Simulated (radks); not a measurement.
The scandium ion Sc9+, configuration [Ne] 3s2 (the NIST ground configuration). Calculated with a radial shooting solver on a logarithmic mesh with Libxc functionals: scalar-relativistic Kohn-Sham, LDA (Slater exchange, VWN5 correlation), spin-polarised, spherical densities, finite nucleus; Fermi nuclear charge, rms radius 3.5459 fm.

Normalised radial functions P(r) = r R(r), r in bohr:

```
   r/bohr * 2s, o 3s (the largest magnitude, 1.8, reaches the edge; | marks zero, & curves that meet)
 0.007423                             | o  *
 0.009287                             |  o  *
  0.01162                             |  o    *
  0.01465                             |   o    *
  0.01833                             |   o     *
  0.02293                             |    o      *
  0.02869                             |    o       *
  0.03618                             |     o      *
  0.04527                             |    o       *
  0.05664                             |    o     *
  0.07142                             |  o    *
  0.08936                             |o *
   0.1118                         * o |
    0.141                 *      o    |
   0.1764          *          o       |
   0.2207    *              o         |
   0.2783  *                 o        |
   0.3482    *                   o    |
   0.4356         *                   | o
   0.5493                *            |         o
   0.6872                      *      |               o
   0.8597                          *  |                 o
    1.084                            *|              o
    1.356                             *         o
    1.697                             *    o
     2.14                             *o
    2.677                             &
```

2s: eigenvalue -669.03 eV, 1 radial node at r = 0.0990 bohr, <r> = 0.341 bohr, 90 % of the charge inside 0.530 bohr. 3s: eigenvalue -214.81 eV, 2 radial nodes at r = 0.0959, 0.416 bohr, <r> = 0.926 bohr, 90 % of the charge inside 1.35 bohr.
